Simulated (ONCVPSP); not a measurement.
## Pseudopotential generation for zinc: ONCV, PBE, scalar-relativistic.

* Element: zinc (Zn)
* Generator: ONCVPSP 4.0.1
* Type: optimised norm-conserving Vanderbilt (ONCV)
* Functional: PBE
* Relativity: scalar-relativistic
* Frozen core: [Ne]
* Valence charge: 20
* Reference configuration: 3s2 3p6 3d10 (charge +2)
* Partial waves: 3s: rc 0.70 bohr, ncon 4, nbas 7, qcut 7.4 1/bohr, 1 projector; 3p: rc 0.80 bohr, ncon 4, nbas 9, qcut 13.3 1/bohr, 2 projectors, debl 3.5 Ha; 3d: rc 0.75 bohr, ncon 4, nbas 8, qcut 14.1 1/bohr, 2 projectors, debl 2.1 Ha
* Local potential: polynomial inside 0.45 bohr (lpopt 2, dvloc0 4 Ha)
* Core correction: none

In the p channel the program set the typed energies aside and used -3.833, 0.250 Ha.

All-electron outer shells of the reference configuration (PBE, scalar-relativistic, ld1.x):

| shell | level (eV) | outermost node (bohr) | outermost maximum (bohr) |
| --- | --- | --- | --- |
| 3s | -150.11 | 0.28 | 0.59 |
| 3p | -104.31 | 0.25 | 0.59 |
| 3d | -30.86 | – | 0.57 |

What the tests gave:

```
Cutoffs needed           : 364 Ha and 434 Ha (the cutoffs (Ha) at which the residual kinetic energy of the hardest occupied pseudo-wave falls to 1 and 0.1 mHa per electron)
Ghost test               : no bound ghost flagged; no localised positive-energy state flagged
Largest excitation error : +912 meV (all-electron minus pseudo) for 3s2 3p5 3d10 4s2, out of 4 test configurations
```

Generation and tests took about 5.8 s on one core of a shared server CPU.
